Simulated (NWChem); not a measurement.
System: BeSiH4Se; SMILES [SiH3][Be][SeH]

The following NWChem deck was run.

```
start job
memory heap 200 mb stack 900 mb global 1100 mb
geometry units angstroms noautoz
  Be     0.004769    -0.583943     0.003845
  Se    -0.063987     1.456990    -0.007717
  H      1.378642     1.496170     0.296477
  Si     0.067016    -2.763847     0.001774
  H     -0.915075    -3.346545    -0.970963
  H     -0.249559    -3.347012     1.346433
  H      1.421727    -3.276880    -0.388939
end
basis spherical
  * library 6-31g*
end
dft
  xc r2scan
  iterations 150
  vectors input atomic output neutral.movecs
end
task dft energy
charge 1
dft
  odft
  mult 2
  vectors input atomic output cation.movecs
end
task dft energy
```

NWChem printed, in part:

```
             Northwest Computational Chemistry Package (NWChem) 7.3.0
             --------------------------------------------------------

 C1  symmetry detected

                             Geometry "geometry" -> ""
                             -------------------------

 Output coordinates in angstroms (scale by  1.889725989 to convert to a.u.)

  No.       Tag          Charge          X              Y              Z
 ---- ---------------- ---------- -------------- -------------- --------------
    1 Be                   4.0000    -0.01748903    -0.58426887     0.00572420
    2 Se                  34.0000    -0.03324559     1.45778583    -0.00001105
    3 H                    1.0000     1.44162631     1.45802731    -0.00054615
    4 Si                  14.0000    -0.01458417    -2.76505309     0.00005248
    5 H                    1.0000    -1.19149262    -3.32003385    -0.74636551
    6 H                    1.0000    -0.06179641    -3.34133069     1.38355676
    7 H                    1.0000     1.21614745    -3.31356237    -0.65990103

 Effective nuclear repulsion energy (a.u.)     151.8649678469

                                 NWChem DFT Module
                                 -----------------

 Summary of "ao basis" -> "ao basis" (spherical)
 ------------------------------------------------------------------------------
       Tag                 Description            Shells   Functions and Types
 ---------------- ------------------------------  ------  ---------------------
 Be                          6-31g*                  6       14   3s2p1d
 Se                          6-31g*                 12       32   5s4p3d
 H                           6-31g*                  2        2   2s
 Si                          6-31g*                  8       18   4s3p1d

            General Information
            -------------------
          SCF calculation type: DFT
          Wavefunction type:  closed shell.
          No. of atoms     :     7
          No. of electrons :    56
           Alpha electrons :    28
            Beta electrons :    28
          Charge           :     0
          Spin multiplicity:     1
          Use of symmetry is: off; symmetry adaption is: off
          Maximum number of iterations: 150
          AO basis - number of functions:    72
                     number of shells:    34
          Convergence on energy requested:  1.00D-06
          Convergence on density requested:  1.00D-05
          Convergence on gradient requested:  5.00D-04

              XC Information
              --------------
                      r^2SCAN Method XC Functional
               r^2SCAN metaGGA Exchange Functional  1.000
                     r^2SCAN Correlation Potential  1.000

             Grid Information
             ----------------
          Grid used for XC integration:  medium
          Radial quadrature: Mura-Knowles
          Angular quadrature: Lebedev.
          Tag              B.-S. Rad. Rad. Pts. Rad. Cut. Ang. Pts.
          ---              ---------- --------- --------- ---------
          Be                  1.05       49           9.0       434
          Se                  1.15      112          12.0       590
          H                   0.35       45          13.0       434
          Si                  1.10       88          12.0       590
          Grid pruning is: on
          Number of quadrature shells:   429
          Spatial weights used:  Erf1

      Superposition of Atomic Density Guess
      -------------------------------------

 Sum of atomic energies:       -2704.88234498

      Non-variational initial energy
      ------------------------------

 Total energy =   -2705.634016
 1-e energy   =   -4066.506311
 2-e energy   =    1209.007327
 HOMO         =      -0.291596
 LUMO         =       0.032213

   convergence    iter        energy       DeltaE   RMS-Dens  Diis-err
 ---------------- ----- ----------------- --------- --------- ---------
 d= 0,ls=0.0,diis     1  -2707.7912349529 -2.86D+03  1.43D-02  2.61D-01
 d= 0,ls=0.0,diis     2  -2707.7976180085 -6.38D-03  9.31D-03  2.24D-01
 d= 0,ls=0.0,diis     3  -2707.8305156465 -3.29D-02  3.10D-03  2.78D-02
 d= 0,ls=0.0,diis     4  -2707.8351984404 -4.68D-03  4.87D-04  8.52D-04
 d= 0,ls=0.0,diis     5  -2707.8353365404 -1.38D-04  1.39D-04  6.20D-05
  Resetting Diis
 d= 0,ls=0.0,diis     6  -2707.8353476942 -1.12D-05  3.65D-05  3.64D-06
 d= 0,ls=0.0,diis     7  -2707.8353483835 -6.89D-07  2.17D-05  2.78D-07
 d= 0,ls=0.0,diis     8  -2707.8353483338  4.97D-08  1.25D-05  4.66D-07
 d= 0,ls=0.0,diis     9  -2707.8353484403 -1.06D-07  1.22D-06  1.15D-08

         Total DFT energy =    -2707.835348440269
      One electron energy =    -4069.106610641200
           Coulomb energy =     1321.749714608790
    Exchange-Corr. energy =     -112.343420254763
 Nuclear repulsion energy =      151.864967846904

 Numeric. integr. density =       56.000014097614

                       DFT Final Molecular Orbital Analysis
                       ------------------------------------

 Vector   26  Occ=2.000000D+00  E=-3.077387D-01
              MO Center=  1.8D-02,  6.8D-01, -4.6D-03, r^2= 3.6D+00
   Bfn.  Coefficient  Atom+Function         Bfn.  Coefficient  Atom+Function
  ----- ------------  ---------------      ----- ------------  ---------------
    26      0.542648  2 Se py                22     -0.240161  2 Se py
    24     -0.238623  2 Se s                  2     -0.218907  1 Be s
     6     -0.216337  1 Be s                 30      0.174095  2 Se py
    56     -0.154426  4 Si py                28      0.151182  2 Se s
     1      0.144030  1 Be s                 25     -0.144527  2 Se px

[...]
```

Level: r2SCAN/6-31G* (spherical d), vertical spin-unrestricted ions. All runs use the structure optimised with PBE0/def2-SVP.
